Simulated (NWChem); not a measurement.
System: C$_{3}$H$_{3}$Cl$_{2}$F; SMILES C/C(Cl)=C(\F)Cl

Here is an NWChem input.

```
start job
memory heap 200 mb stack 900 mb global 1100 mb
geometry units angstroms noautosym nocenter noautoz
  C     -1.670404     1.486896     0.000000
  C     -0.421606     0.674072     0.000000
  Cl     1.065179     1.551712     0.000000
  C     -0.406815    -0.665958     0.000000
  F     -1.536748    -1.357071     0.000000
  Cl     0.983385    -1.655023     0.000000
  H     -2.555857     0.838774     0.000000
  H     -1.704259     2.136903     0.888369
  H     -1.704259     2.136903    -0.888369
end
basis spherical
  * library def2-svp
end
dft
  xc pbe0
  iterations 150
end
cosmo
  do_cosmo_smd true
  solvent propanol
end
task dft energy
```

All runs use the structure optimised with PBE0/def2-SVP. Solvent: 1-propanol.

Level: PBE0/def2-SVP with SMD (1 M gas to 1 M solution), gas-phase geometry.

**Question.** Predict the main results of this run. (PBE0/def2-SVP, SMD on the gas-phase geometry.) Quantities: solvation free energy (kcal/mol); cavity-dispersion-structure term (kcal/mol); dipole in solution (D).

**Answer.** The solvation free energy (kcal/mol) comes out as -2.7, the cavity-dispersion-structure term (kcal/mol) is -0.9 and the dipole in solution (D) is 1.76.
